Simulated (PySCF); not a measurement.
Compound: C₇H₁₁NO.
SMILES with atom numbers: `[O:1]=[CH:2][NH:3][C@H:4]1[CH2:5][C:6]12[CH2:7][CH2:8][CH2:9]2` (hydrogens: H10 on C2; H11 on N3; H12 on C4; H13, H14 on C5; H15, H16 on C7; H17, H18 on C8; H19, H20 on C9)

The calculation used PBE0-D3(BJ)/def2-SVP geometry optimisation, gas phase in PySCF 2.14.0.

Question: List the bond lengths, angles and torsions at this level.

Answer: 
| bond | length (pm) | order |
| --- | --- | --- |
| O1=C2 | 120.9 | double |
| C2–N3 | 135.8 | single |
| N3–C4 | 142.3 | single |
| C4–C5 | 150.2 | single |
| C5–C6 | 149.1 | single |
| C6–C7 | 152.2 | single |
| C7–C8 | 154.5 | single |
| C8–C9 | 154.4 | single |
| C4–C6 | 150.0 | single |
| C6–C9 | 152.2 | single |
| C2–H10 | 111.8 | single |
| N3–H11 | 101.3 | single |
| C4–H12 | 109.8 | single |
| C5–H13 | 109.3 | single |
| C5–H14 | 109.5 | single |
| C7–H15 | 110.2 | single |
| C7–H16 | 110.1 | single |
| C8–H17 | 109.8 | single |
| C8–H18 | 110.0 | single |
| C9–H19 | 110.0 | single |
| C9–H20 | 110.2 | single |

Orders are formal, as drawn. A selection of angles:
| angle | degrees |
| --- | --- |
| O1–C2–N3 | 125.0 |
| C2–N3–C4 | 121.7 |
| N3–C4–C5 | 119.1 |
| N3–C4–C6 | 119.8 |
| C5–C4–C6 | 59.6 |
| C4–C5–C6 | 60.1 |
| C5–C6–C7 | 131.3 |
| C5–C6–C9 | 129.7 |
| C7–C6–C9 | 90.8 |
| C4–C6–C5 | 60.3 |
| C4–C6–C7 | 123.1 |
| C4–C6–C9 | 124.2 |
| C6–C7–C8 | 87.3 |
| C7–C8–C9 | 89.1 |
| C6–C9–C8 | 87.4 |
| H11–N3–C2 | 118.2 |
| H11–N3–C4 | 119.3 |

Dihedral angles: O1–C2–N3–C4 4° (synperiplanar); C2–N3–C4–C5 -146° (anticlinal); N3–C4–C5–C6 109° (anticlinal); C4–C5–C6–C7 110° (anticlinal); C5–C6–C7–C8 167° (antiperiplanar); C6–C7–C8–C9 -17° (synperiplanar); C7–C8–C9–C6 17° (synperiplanar); N3–C4–C6–C5 -108° (anticlinal); C5–C6–C9–C8 -168° (antiperiplanar).

The 3-membered ring C4–C5–C6 has internal angles of 59.6° to 60.3°. Of the pairs four or more bonds apart, C2···H19 is among the closest relative to their van der Waals radii: 2.78 Å, 96 % of the sum of Bondi's values. The 4-membered ring C6–C7–C8–C9 has internal angles of 87.3° to 90.8° (sum 355°, against 360° for a flat polygon); it is puckered, 0.12 Å rms from its mean plane, widest ring torsion 17°. N3 (amide nitrogen) is almost planar (angles 121.7°, 119.3° and 118.2°, sum 359.3°, 0.06 Å off the plane of its three neighbours). The 7 C–C bonds span 1.491 Å (C5–C6, drawn single) to 1.545 Å (C7–C8, drawn single), a spread of 0.054 Å. The 2 C–N bonds span 1.358 Å (C2–N3, drawn single) to 1.423 Å (N3–C4, drawn single), a spread of 0.065 Å.

Point group: C1 (no symmetry element, even within 0.4 Å). Stationary, but not proved a minimum. The numbers are those of one conformer.
